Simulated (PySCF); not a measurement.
## r2SCAN on Xe (xenon, neutral)

Configuration: [Xe], closed-shell 1S. Calculation: PySCF 2.14, in x2c-QZVPPall with one added diffuse shell each of s, p, d, f type (14s10p8d5f1g, 128 functions); the spin-free X2C one-electron Hamiltonian (Gaussian nucleus).

| Quantity | Value |
| --- | --- |
| Total energy | -7446.55 hartree |
| One-electron energy | -10197.24 hartree |
| Hartree (Coulomb) energy | 2939.59 hartree |
| Exchange-correlation energy | -188.91 hartree |
| ⟨S²⟩ | 0.0000 |
| ⟨L²⟩ | 0.000 |
| Sum of ⟨r⟩ | 38.50 bohr |
| Sum of ⟨r²⟩ | 60.71 bohr² |
| Langevin diamagnetic susceptibility | -48.1 ×10⁻⁶ cm³/mol |
| Time after the integrals | about 8 core-seconds |

```
shell  electrons  mean orbital energy (eV)  rms radius, mean of both spins (bohr)
   1s          2                  -34360.2                                 0.0305
   2s          2                   -5365.3                                  0.124
   2p          6                   -4815.3                                  0.111
   3s          2                   -1104.6                                  0.327
   3p          6                   -925.29                                  0.327
   3d         10                   -657.82                                  0.305
   4s          2                   -201.82                                  0.763
   4p          6                   -144.64                                  0.816
   4d         10                   -60.593                                  0.948
   5s          2                   -20.384                                   2.00
   5p          6                    -8.586                                   2.47
```

Densities and radii are taken from the X2C orbitals without a picture-change correction, which distorts them close to the nucleus.
